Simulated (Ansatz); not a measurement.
The cluster Sc3, relaxed as a sextet with UKS r2SCAN-D4/def2-TZVP in Ansatz, starting from the r2SCAN-D4/def2-TZVP geometry of the neutral doublet. Force threshold 0.02 eV/Å.

The charge 0 sextet is spin-contaminated (final ⟨S²⟩ up to 9.33, 8.75 for a pure state). The relaxation made no stability test and no search for a lower SCF solution. The order of the spin states hangs on the level: the doublet lies 0.17 eV below the sextet at PBE0-D4/def2-TZVP, but 0.04 eV above it at r2SCAN-D4/def2-TZVP. The sextet is doubtful at PBE0-D4/def2-TZVP (⟨S²⟩ 9.14, where a pure state has 8.75). The doublet is doubtful at PBE0-D4/def2-TZVP (⟨S²⟩ 1.83, where a pure state has 0.75). The sextet is doubtful at r2SCAN-D4/def2-TZVP (⟨S²⟩ 9.33, where a pure state has 8.75). The doublet is doubtful at r2SCAN-D4/def2-TZVP (⟨S²⟩ 2.33, where a pure state has 0.75). The structure comes from a short search, and lower isomers may exist.

Start:

Cartesian coordinates in Å:
```
Sc -0.121 0.654 -1.483
Sc -0.243 -1.640 0.243
Sc 0.364 0.985 1.240
```

```csv
step,energy (eV),largest force component (eV/Å),SCF passes
1,-62091.3029,0.225,98
2,-62091.3094,0.056,47
3,-62091.3106,0.015,46
```

Force components are those of the run's own axes.

End:

```xyz
3

Sc   -0.1241    0.6736   -1.5230
Sc   -0.2381   -1.6368    0.2688
Sc    0.3622    0.9632    1.2542
```

By distances, no bond broke or formed. The bond that changes most is Sc1–Sc2, from 2.87 to 2.93 Å (atoms count from 1).

No frequencies were taken in this run, so the end may be a saddle point.

Hardware: 4 threads of Arm Neoverse V2 on a shared host. Wall time 20 s.
